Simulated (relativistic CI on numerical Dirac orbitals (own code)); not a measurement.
Sc VI: calculation against measurement

Method of calculation: Dirac-Coulomb-Breit CI, separate exchange-only KLI orbitals for each configuration, a model potential for QED, valence Slater integrals scaled by 0.85, P86 correlation estimate, and configurations built on the next ion tied to the tabulated ionisation energy (semi-empirical) (own radial code, finite nucleus).

Configurations in the expansion (outside the closed core [Ne]): 3s²3p⁴, 3s²3p³3d, 3s²3p³4s, 3s²3p³4p, 3s²3p³4d, 3s²3p³5s, 3s²3p³4f, 3s3p⁵, 3p⁶, 3s²3p²3d², 3s3p⁴3d, 3p⁴3d², 3p⁵3d, 3s3p³3d², 3s3p⁴4s, 3s²3p³5p, 3s²3p³5d, 3s3p⁴4p, 3s²3p³5f, 3s²3p³5g, 3s²3p²3d4s, 3s3p⁴4d, 3s²3p²3d4p, 3s3p⁴4f. Levels of other configurations are missing.

```
Configuration  Term (tabulated)  J  Measured (cm⁻¹)  Computed   Error  Purity (%)
       3s²3p⁴                3P  2              0.0         0       0          96
       3s²3p⁴                3P  1           3346.1      3340      -6          97
       3s²3p⁴                3P  0           4457.1      4412     -45          96
       3s²3p⁴                1D  2          21393.0     20396    -997          96
       3s²3p⁴                1S  0          49224.6     45810   -3415          94
        3s3p⁵               3P°  2         175346.6    179634    4287          77
        3s3p⁵               3P°  1         178202.1    182450    4248          76
        3s3p⁵               3P°  0         179784.5    184023    4239          76
     3s²3p³3d             1D° †  2         288026.0    277605  -10421          96
     3s²3p³3d             1F° †  3         323226.0    311477  -11749          96
     3s²3p³3d             3S° †  1         335099.0    325482   -9617          88
     3s²3p³3d             1D° †  2         363456.0    353013  -10443          97
     3s²3p³3d             1F° †  3         375740.0    361941  -13799          96
     3s²3p³4s               3S°  1         452070.0    450747   -1323          98
     3s²3p³4s               3D°  1         472402.0    471429    -973          96
     3s²3p³4s               3D°  2         472566.0    471579    -987          96
     3s²3p³4s               3D°  3         473001.0    472000   -1001          99
     3s²3p³4s               1D°  2         478354.0    477315   -1039          96
     3s²3p³4s               3P°  0         491820.0    491661    -159          99
     3s²3p³4s               3P°  1         492086.0    491962    -124          97
     3s²3p³4s               3P°  2         492800.0    492693    -107          94
     3s²3p³4s               1P°  1         497990.0    497848    -142          96
     3s²3p³4d               1D°  2         619600.0    620284     684          90
     3s²3p³4d               1F°  3         622500.0    622882     382          96
     3s²3p³5s               3S°  1         648100.0    648335     235          98
```

Measured levels from Sugar and Corliss, J. Phys. Chem. Ref. Data 9, 473 (1980); pairs were made by configuration, J and term (by order where the table uses no LS term), so strongly mixed levels may be paired wrongly.

Mean error by configuration (cm⁻¹): 3s²3p⁴ -1116; 3s3p⁵ 4258; 3s²3p³4s -651; 3s²3p³4d 533; 3s²3p³5s 235. Over the excited levels the mean absolute error is 1284 cm⁻¹ (24 of the 31 excited levels that our extract of the source holds in range could be paired, and the others can miss by more), and the median relative error of those above 1,000 cm⁻¹ is 0.21 %. † marks terms whose computed intervals miss the measured ones by more than a factor of 2.5, or configurations far off the rest, from wrong mixing, a near crossing or a doubtful label or measurement; they are left out of the means.
